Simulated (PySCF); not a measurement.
Mapped SMILES: `[CH3:1][O:2][SiH2:3][C@@H:4]1[CH2:5][Si@H:6]1[C:7]#[N:8]`. Each H is labelled by its parent atom. Ha(C5) is cis to Si3 on the ring; Ha(Si3) is pro-R; Hb(Si3) is pro-S; Hb(C5) is trans to Si3 on the ring.

Level of theory: geometry: GFN2-xTB, shieldings: GIAO PBE0/pcSseg-1, in PySCF 2.14 (one averaged value for each set of equivalent atoms, relativity neglected, no solvent model, one computed conformer).

Referencing at the same level of theory: TMS for $^{13}$C and $^{1}$H and $^{29}$Si; $^{17}$O against H2O; $^{15}$N vs NH3.

```tsv
atoms	nucleus	count	Hirshfeld charge	δ (ppm)
Hb(C5)	$^{1}$H	1	0.05	?
Ha(Si3)	$^{1}$H	1	-0.09	5.07
H(C4)	$^{1}$H	1	0.05	0.27
Ha(C5)	$^{1}$H	1	0.05	?
C7	$^{13}$C	1	-0.03	?
H(Si6)	$^{1}$H	1	-0.04	3.33
O2	$^{17}$O	1	-0.22	-4.0
Si6	$^{29}$Si	1	0.37	-149.1
H(C1)	$^{1}$H	3	0.05	3.69
Hb(Si3)	$^{1}$H	1	-0.09	5.05
C1	$^{13}$C	1	-0.03	54.0
Si3	$^{29}$Si	1	0.39	-16.8
C5	$^{13}$C	1	-0.15	?
N8	$^{15}$N	1	-0.20	362.0
C4	$^{13}$C	1	-0.20	?
```

Estimate the values marked ?.

Results:


- C7: 125.0 ppm, nitrile carbon; this is the usual window of a C≡N carbon, which has no attached hydrogen
- C5: 2.5 ppm, three-membered-ring carbon; carbons of three-membered rings are unusually shielded
- C4: 1.4 ppm, three-membered-ring carbon; carbons of three-membered rings are unusually shielded
- Hb(C5): 1.28 ppm, hydrogen on a three-membered-ring carbon; cyclopropane-type protons are shielded by the ring
- Ha(C5): 0.90 ppm, hydrogen on a three-membered-ring carbon; cyclopropane-type protons are shielded by the ring

Shifts are as computed. Against solution values, carbons near 30 ppm lie about +3 ppm off and those near 130 ppm about +5 ppm. Of 1309 compounds with measured shifts, 239 miss one by over three times the rms of a fit or turn the order of signals round; such compounds aren't used in these exercises. Experimental scales use liquid or dissolved standards, which lie at an offset from isolated NH3 (liquid NH3: subtract about 20 ppm) and H2O (liquid H2O: subtract about 36 ppm). Unscaled 15N shifts of sp2 nitrogen come out 20 to 40 ppm too high even then.
